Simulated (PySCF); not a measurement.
C₅H₃F₃S₂.
SMILES: `FC(F)(F)Sc1ccsc1`

The closed-shell SCF was solved with PySCF and density fitting under several settings on one GFN2-xTB geometry (grid level 2 and gas phase unless stated).

```tsv
settings	basis functions	SCF cycles	E (Eh)	HOMO (eV)	LUMO (eV)	dipole (D)
PBE0/pcSseg-1	199	14	-1287.3744	-7.51	-1.10	2.08
CAM-B3LYP/def2-SVPD	247	13	-1287.5005	-8.78	-0.09	2.32
PBE/STO-3G	61	15	-1271.8474	-2.18	1.78	1.29
```

Task: Estimate the rows for these settings: (1) B97-2/def2-SVP, damping 0.2 at the start, DIIS from the seventh cycle, energy threshold 1e-08 Eh; (2) PBE0/6-31G, IEF-PCM chloroform, energy threshold 1e-07 Eh; (3) KT2/6-31G*.

Result: 
| settings | basis functions | SCF cycles | E (Eh) | HOMO (eV) | LUMO (eV) | dipole (D) |
| --- | --- | --- | --- | --- | --- | --- |
| B97-2/def2-SVP, damping 0.2 at the start, DIIS from the seventh cycle, energy threshold 1e-08 Eh | 163 | 15 | -1287.5166 | -7.18 | -1.00 | 2.01 |
| PBE0/6-31G, IEF-PCM chloroform, energy threshold 1e-07 Eh | 104 | 8 | -1287.2145 | -7.27 | -0.71 | 2.57 |
| KT2/6-31G* | 154 | 16 | -1301.7385 | -6.07 | -1.56 | 1.85 |

Task: Over all rows, what range does the HOMO–LUMO gap span?

Result: From 3.96 eV (PBE/STO-3G) to 8.69 eV (CAM-B3LYP/def2-SVPD). The functional of the narrowest has no exact exchange, that of the widest range-separated exact exchange.

Task: And the dipole moment?

Result: From 1.29 D (PBE/STO-3G) to 2.57 D (PBE0/6-31G, IEF-PCM chloroform, energy threshold 1e-07 Eh); the largest is 1.99 times the smallest, and the median is 2.04 D.

Cycle counts include a coarse-grid stage where the run had one. All basis functions are spherical, in the Pople sets too. KT2 was designed for NMR shieldings or shifts; total energies of different functionals aren't comparable. Geometry: GFN2-xTB, one conformer.

Conformer computed: `[F:1][C:2]([F:3])([F:4])[S:5][c:6]1[cH:7][cH:8][s:9][cH:10]1`: F1–C2–S5–C6 178°, C2–S5–C6–C7 -91°.
